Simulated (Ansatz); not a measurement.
Species: fluoro(trimethyl)silane, C3H9FSi (charge 0, singlet). 
Structure (B3LYP-D3(BJ)/def2-TZVP (Ansatz, a program for electronic structure) minimum search):
SMILES: C[Si](C)(C)F
```xyz
14

Si     0.0031    -0.0046    -0.0283
F      0.1761    -0.2636    -1.6175
C     -1.6149    -0.7764     0.4855
C      1.4504    -0.8134     0.8253
C     -0.0038     1.8416     0.2343
H     -2.4531    -0.3293    -0.0530
H     -1.6202    -1.8499     0.2855
H     -1.7899    -0.6343     1.5548
H      1.4738    -1.8872     0.6285
H      1.3903    -0.6726     1.9074
H      2.3966    -0.3878     0.4846
H     -0.1184     2.0820     1.2943
H     -0.8268     2.3133    -0.3065
H      0.9288     2.2921    -0.1119
```

Total electronic energies in hartree. Cores are frozen in the correlated levels unless marked. No spin-orbit coupling. No relativistic terms. Basis-set limits of correlation are two-point, X^-3; Hartree-Fock from the larger set. The bracket is a focal-point correction in the basis named.

| level | program | energy (Eh) |
|---|---|---|
| PBE0-D3(BJ)/def2-TZVP | Ansatz + dftd3 | -508.92071 |
| PBE0/def2-QZVPP | Ansatz | -508.93764 |
| PBE-QIDH/def2-TZVPD | Ansatz | -508.79859 |
| SCS-MP2/6-31G | Ansatz | -507.63562 |
| CCSD/STO-3G | Ansatz | -501.45559 |
| CCSD/aug-cc-pV(D+d)Z | Ansatz | -508.17777 |
| CCSD/cc-pVTZ | Ansatz | -508.38234 |
| RI-MP2/CBS(cc-pV(T+d)Z,cc-pV(Q+d)Z)+[CCSD(T)-MP2]/cc-pV(D+d)Z | Ansatz | -508.5536 |
| RI-MP2/CBS(cc-pV(T+d)Z,cc-pV(Q+d)Z)+[CCSD(T)-MP2]/cc-pV(T+d)Z | Ansatz | -508.5571 |

Totals of different functionals don't rank their quality; only differences between species are comparable.
